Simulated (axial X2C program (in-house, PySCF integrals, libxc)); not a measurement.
## Worked dissociation energy of AgC: HF, two-component

Computed with an in-house all-electron X2C program for linear molecules (integrals from PySCF). Two-component (2c) means X2C with spin–orbit coupling and atomic mean-field two-electron Coulomb and Gaunt terms. Basis: Ag dyall-cv3z [12s12p8d5f3g], C dyall-v3z [7s6p2d1f] (cores contracted in-house); Gaussian nuclei, density fitting, unrestricted open shells. Masses: Ag 106.905 u, C 12.000 u.

Molecular state: Ω = 3/2 (⟨Sz⟩ = 1.50, ⟨Lz⟩ = 0.00 at HF).

```
E(Ag) (2M_J = 1) : -5310.666185 hartree
E(C) (2M_J = 2)  : -37.707076 hartree
E(AgC) at Re     : -5348.405567 hartree
ωe               : 451.1 cm⁻¹
ωexe             : 3.36 cm⁻¹
```

(1) Work out De and D0.

The state is a single determinant with fixed occupations, the lowest that a limited PBE0 search found. De is counted from the lowest determinant-based energies of the atoms at the same level, without counterpoise correction. Other states lie close and PBE0, whose exact exchange favours high spin, may order them wrongly; the determinant shown need not be the ground state. The nearest other 2c determinant of the search, Ω = 1/2, lies 0.33 eV up at the distance of the search. With several unpaired electrons one determinant need not be a pure state. This is the top spin component of a Σ state; components of lower Ω are not single determinants and can lie lower. The stretched end of a curve changes character and is left out.

Hartree–Fock lacks correlation and underbinds, often by eV.

Each atomic determinant is the lowest at this level and need not be a pure J level. Totals compare only within one Hamiltonian and basis.

Answers

(1) De = -5310.666185 + (-37.707076) − (-5348.405567) = 0.03231 hartree = 0.879 eV. The zero-point energy is ωe/2 − ωexe/4 = 225 cm⁻¹ = 0.028 eV, so D0 = 0.851 eV.
